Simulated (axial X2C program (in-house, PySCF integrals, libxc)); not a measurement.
# CaHg: bond constants with and without spin–orbit coupling

All values were computed with an in-house all-electron X2C program for linear molecules (integrals from PySCF). Spin-free means the one-electron spin-free X2C Hamiltonian; two-component (2c) means X2C with spin–orbit coupling and atomic mean-field two-electron Coulomb and Gaunt terms, so the difference of the two also holds small scalar two-electron terms. Basis: Hg dyall-cv3z [13s14p9d6f4g], Ca dyall-cv3z [11s12p6d4f] (cores contracted in-house); Gaussian nuclei, density fitting, unrestricted open shells. Masses: Hg 201.971 u, Ca 39.963 u.

Input:
```json
{
 "zs": [
  80,
  20
 ],
 "q": 0,
 "bas": [
  "dyall-cv3z",
  "dyall-cv3z"
 ],
 "levels": [
  "PBE0",
  "HF",
  "BHandHLYP"
 ],
 "cc": true,
 "r0": 3.04,
 "thr": -1.0,
 "nmax": 90,
 "npts": 10,
 "nst": 2,
 "ntry": 6
}
```
```bash
python so2c.py task.json out
```

Keys: zs atomic numbers; q charge; bas basis sets; levels methods; cc coupled cluster on or off; r0 starting distance in Å; thr threshold in hartree for freezing inner shells (an s shell follows its p shell); nmax most natural virtual spinors; npts points on the curve; nst determinants followed; ntry starts of the search. HF also brings MP2.

State, spin-free: M_S = 0, Λ = 0 (closed shell); electrons by block: σα: 20, σβ: 20, π+α: 10, π+β: 10, π-α: 10, π-β: 10, δ+α: 4, δ+β: 4, δ-α: 4, δ-β: 4, φ+α: 1, φ+β: 1, φ-α: 1, φ-β: 1. Fragments: Hg + Ca.

State, 2c: Ω = 0 (closed shell); electrons by block: 1/2: 30, -1/2: 30, 3/2: 14, -3/2: 14, 5/2: 5, -5/2: 5, 7/2: 1, -7/2: 1. Fragments: Hg + Ca.

```
Hamiltonian  level  Re (Å)  ωe (cm⁻¹)  αe (cm⁻¹)  De (eV)  k (mdyn/Å)  μ (D)
  spin-free   PBE0   3.707       49.4   0.000568    0.098       0.048   0.01
         2c   PBE0   3.649       52.3   0.000562    0.109      0.0537   0.09
```

Dipoles are positive if Ca is the positive end.

Occupations by symmetry block were frozen at the best pattern of an incomplete PBE0 search. De is counted from the lowest determinant-based energies of the atoms at the same level, without counterpoise correction. The bond is weak and the correlated curve of this state has no minimum in the scanned range, so this well may be an artefact of the functional.

No reliable constants came from BHandHLYP (2c), BHandHLYP (spin-free), CCSD (2c), CCSD (spin-free), CCSD(T) (2c), CCSD(T) (spin-free), HF (2c), HF (spin-free), MP2 (2c), MP2 (spin-free): no minimum in range, unconverged points, a curve that is not smooth, a change of character along it, or the two Hamiltonians disagreeing along it.

Rough cost a point (2c) on 1 thread(s) of a shared host, integrals apart: PBE0 1 s.

The whole task took 3.4 min on 1 thread of Arm Neoverse V2, with other jobs on the host.
